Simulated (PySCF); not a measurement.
# Working out the ionisation energy of Ar(2+)

Ar(2+) [Ne] 3s2 3p4 (3P) → Ar(3+) [Ne] 3s2 3p3 (4S). Calculation: PySCF 2.14, in x2c-TZVPPall; scalar relativity by spin-free X2C-1e. Frozen: 1s2. Energies in hartree (1 hartree = 27.21139 eV):

```json
{"part": "UHF", "Ar(2+) (lower)": "-527.110109", "Ar(3+) (upper)": "-525.663568"}
{"part": "MP2 opposite-spin", "Ar(2+) (lower)": "-0.215057", "Ar(3+) (upper)": "-0.188733"}
{"part": "MP2 same-spin", "Ar(2+) (lower)": "-0.082671", "Ar(3+) (upper)": "-0.078840"}
```

What does Hartree-Fock give?

(-525.663568) − (-527.110109) = 1.446541 hartree = 39.362 eV.

What do MP2 and SCS-MP2 (6/5 opposite-spin, 1/3 same-spin) give?

The opposite-spin parts differ by 0.716 eV and the same-spin parts by 0.104 eV. MP2: 39.362 + (0.716) + (0.104) = 40.182 eV. SCS-MP2: 39.362 + 1.2 × (0.716) + (0.104)/3 = 40.256 eV.

A first-order spin-orbit estimate adds 0.065 eV to MP2 (valence and next inner shell), giving 40.247 eV against 40.735 ± 0.012 eV (semi-empirical (NIST evaluation); NIST Atomic Spectra Database, ionization energies).

What remains against the reference includes basis incompleteness, the frozen core and correlation beyond second order.
